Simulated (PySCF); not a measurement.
Compound: 2-fluorobenzotrifluoride, C7H4F4.
Bonds: F1–C2, C2–C3 (aromatic), C3–C4 (aromatic), C4–C5 (aromatic), C5–C6 (aromatic), C6–C7 (aromatic), C7–C8, C8–F9, C8–F10, C8–F11, C2–C7 (aromatic). Hydrogens: H12 on C3; H13 on C4; H14 on C5; H15 on C6.

The calculation used PBE0-D3(BJ)/def2-SVP geometry optimisation, gas phase in PySCF 2.14.0.

**Question.** Give the optimised bond lengths and angles.

**Answer.** 
| bond | length (pm) | order |
| --- | --- | --- |
| F1–C2 | 132.8 | single |
| C2–C3 | 138.8 | aromatic |
| C3–C4 | 139.3 | aromatic |
| C4–C5 | 139.4 | aromatic |
| C5–C6 | 139.3 | aromatic |
| C6–C7 | 139.5 | aromatic |
| C7–C8 | 150.5 | single |
| C8–F9, C8–F10, C8–F11 | 133.5 | single |
| C2–C7 | 139.6 | aromatic |
| C3–H12 | 109.1 | single |
| C4–H13 | 109.2 | single |
| C5–H14 | 109.1 | single |
| C6–H15 | 109.1 | single |

Bonds in one row agree within 1 pm and their mean is given. Orders are formal, as drawn. A selection of angles:
| angle | degrees |
| --- | --- |
| F1–C2–C3 | 119.2 |
| F1–C2–C7 | 119.3 |
| C3–C2–C7 | 121.5 |
| C2–C3–C4 | 119.1 |
| C3–C4–C5 | 120.4 |
| C4–C5–C6 | 119.8 |
| C5–C6–C7 | 120.6 |
| C6–C7–C8 | 121.5 |
| C2–C7–C6 | 118.6 |
| C2–C7–C8 | 119.9 |
| C7–C8–F9 | 111.6 |
| F9–C8–F10 | 107.3 |

Torsions: C6–C7–C8–F9 -119° (anticlinal).

Of the pairs four or more bonds apart, F11···H15 is among the closest relative to their van der Waals radii: 2.35 Å, 88 % of the sum of Bondi's values. The C–C distances run from 1.388 Å (C2–C3, aromatic) to 1.505 Å (C7–C8, drawn single), a spread of 0.117 Å. The 6-membered ring C2–C3–C4–C5–C6–C7 has internal angles of 118.6° to 121.5°; it is planar, 0.00 Å rms from its mean plane, widest ring torsion 0°.

No PBE0-D3(BJ)/def2-SVP frequencies stand behind this structure, so it isn't proved a minimum.

Hardware: one thread, Intel Xeon Platinum 8488C (x86_64), shared host with 192 logical CPUs at a one-minute load of 36. Cost: 2.7 min of wall time, 0.81 GiB resident at most. This is the geometry optimisation.
